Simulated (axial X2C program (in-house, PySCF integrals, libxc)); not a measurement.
Potential curves of AgH, 2c

Calculated with an axial X2C code built on PySCF integrals. Two-component (2c) means X2C with spin–orbit coupling and atomic mean-field two-electron Coulomb and Gaunt terms. Basis: Ag dyall-cv3z [12s12p8d5f3g], H dyall-v3z [6s2p1d] (cores contracted in-house); Gaussian nuclei, density fitting, unrestricted open shells. Masses: Ag 106.905 u, H 1.008 u.

State: Ω = 0 (closed shell). Energies in cm⁻¹ from the fragments at the same level (Ag + H). Fits are polynomials in 1 − R0/R over 0.85 to 1.23 times the lowest point R0.

```
 R (Å)    CCSD    PBE0     PBE  CCSD(T)
1.4138          -15554  -16970         
1.4788  -17296  -17159  -18510   -17809
1.5275  -18031  -17873  -19178   -18509
1.5762  -18440  -18255  -19518   -18884
1.6250  -18582  -18368  -19593   -18995
1.6819  -18478  -18226  -19415   -18859
1.7388  -18144  -17851  -19014   -18498
1.8119  -17461  -17114  -18256   -17786
1.9012          -15938  -17075         
2.0312          -13902  -15070
```

Correlated methods: 12 electrons correlated (number of frozen shells: Ag 4 s, 3 p, 1 d; H none), 210 virtual spin orbitals or spinors in MP2, 90 natural virtuals in coupled cluster.

The state is one determinant whose occupation by symmetry is held fixed; it was picked as the lowest of a PBE0 search that is not exhaustive. The closed shell is kept restricted, so the energy runs too high when the bond is stretched far. De is counted from the lowest determinant-based energies of the atoms at the same level, without counterpoise correction. Coupled cluster ran in a truncated set of natural virtual spinors; the MP2 energy of the rest was added. (T) has no such correction and the atoms are truncated less, which lowers De at CCSD(T) by a hundredth of an eV or more. The T1 diagnostic is large, a sign of multireference character. Coupled cluster ran on the points near the minimum only. MP2 and coupled cluster on one determinant become unreliable at the stretched end.

Q: What are Re, ωe and De at the CCSD level?

A: At CCSD, 2c: Re = 1.631 Å, ωe ≈ 1730 cm⁻¹, De = 2.30 eV to Ag + H; Be follows as 6.35 cm⁻¹.

Q: What are Re, ωe and De at the PBE0 level?

A: At PBE0, 2c: Re = 1.624 Å, ωe ≈ 1760 cm⁻¹, De = 2.28 eV to Ag + H; Be follows as 6.4 cm⁻¹.

Q: Fit the PBE curve near its minimum: give the equilibrium distance, the harmonic wavenumber and the well depth.

A: At PBE, 2c: Re = 1.616 Å, ωe ≈ 1770 cm⁻¹, De = 2.43 eV to Ag + H; Be follows as 6.46 cm⁻¹.

Q: Fit the CCSD(T) curve near its minimum: give the equilibrium distance, the harmonic wavenumber and the well depth.

A: At CCSD(T), 2c: Re = 1.624 Å, ωe ≈ 1740 cm⁻¹, De = 2.36 eV to Ag + H; Be follows as 6.4 cm⁻¹.
